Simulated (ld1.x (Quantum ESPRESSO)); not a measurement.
## What the settings do to the TM potential of Ag (Z = 47)

Base potential:

- Element: Ag
- Generator: ld1.x (Quantum ESPRESSO) 7.5
- Type: norm-conserving Troullier–Martins (Kleinman–Bylander form)
- Functional: PBEsol
- Relativity: scalar-relativistic
- Frozen core: [Ar] 3d10
- Valence charge: 19
- Reference configuration: 4s2 4p6 4d10 5s0.75 5p0.25
- Partial waves: 4s (bound): rc 1.05 bohr; 4p (bound): rc 1.25 bohr; 4d (bound): rc 1.60 bohr
- Local potential: the d channel
- Core correction: a·sin(br)/r model core, default radius (core density twice the valence density)

Occupied shells without a wave of their own: 5p, 5s. They enter only through the test configuration that unscreens the potential, and ld1.x also counts them in the model core charge.

Cutoffs, loose and tight: the cutoffs (Ry, on a coarse ladder) from which the occupation-weighted sum of valence levels, in a spherical-Bessel basis at the reference potential, stays within 10 and 1 mRy of its value at 400 Ry. They do not see the model core or the augmentation charge, which bear on the density cutoff. Test errors are all-electron minus pseudo excitation energies from the reference, over the configurations 4s2 4p6 4d10 5s1 5p0; 4s2 4p6 4d10 5s0 5p0; 4s2 4p6 4d9 5s0 5p0; 4s2 4p6 4d9 5s1 5p0; 4s2 4p5 4d10 5s1 5p0; 4s2 4p6 4d10 5s0 5p1; 4s2 4p6 4d7 5s0 5p0. A dash means not determined; rows that change the core or the reference have their own tests.

With those shells counted twice in exchange and correlation these files are broken, and their errors move erratically; no question is asked of them.

```tsv
change	outcome	cutoff, loose	cutoff, tight	bound ghosts	largest test error (meV)
base	generated	140 Ry	230 Ry	none	-615
wave 4d (bound): rc 1.60 bohr becomes 4d (bound): rc 1.16 bohr	generated	140 Ry	230 Ry	none	-662
wave 4d (bound): rc 1.60 bohr becomes 4d (bound): rc 1.32 bohr	generated	140 Ry	230 Ry	none	-653
wave 4d (bound): rc 1.60 bohr becomes 4d (bound): rc 1.52 bohr	generated	140 Ry	230 Ry	none	-630
wave 4d (bound): rc 1.60 bohr becomes 4d (bound): rc 1.88 bohr	generated	140 Ry	230 Ry	none	-579
wave 4d (bound): rc 1.60 bohr becomes 4d (bound): rc 2.04 bohr	generated	140 Ry	230 Ry	none	-641
wave 4d (bound): rc 1.60 bohr becomes 4d (bound): rc 2.28 bohr	generated	140 Ry	230 Ry	none	-955
```

Reading the sweep of the d radius (base included, trends over the rows without a ghost): The loose cutoff stays near 140 Ry. The median size of the test errors (rows with all tests solved) rises from 60.8 meV at 1.16 to 155.4 meV at 2.28 bohr, with one reversal. More of the atom is replaced by a form fitted at one configuration, so other configurations suffer as the radius grows.
